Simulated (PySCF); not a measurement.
Calculation: B3LYP-D3(BJ)/def2-TZVP // PBE0-D4/def2-TZVP (PySCF). All species are isolated molecules in the gas phase. One relaxed conformer stands for a flexible species; it need not be the lowest. B3LYP has the VWN-RPA correlation part, as in Gaussian. Delta-SCF ions had no search for a lower state. 

Reference species (SMILES): `SB(S)S` (neutral, multiplicity 1).

```yaml
vertical ionisation energy (Delta-SCF): 9.47 eV
S1 oscillator strength: 0.000
```

Changed species: `NB(N)N` (0 of 3 NH2 replaced by SH; the reference has 3 of 3 NH2 replaced by SH).

Predict the effect on the vertical ionisation energy (Delta-SCF) and S1 oscillator strength.

the vertical ionisation energy (Delta-SCF) drops by 0.66 eV, to 8.81 eV; the S1 oscillator strength is nearly the same.
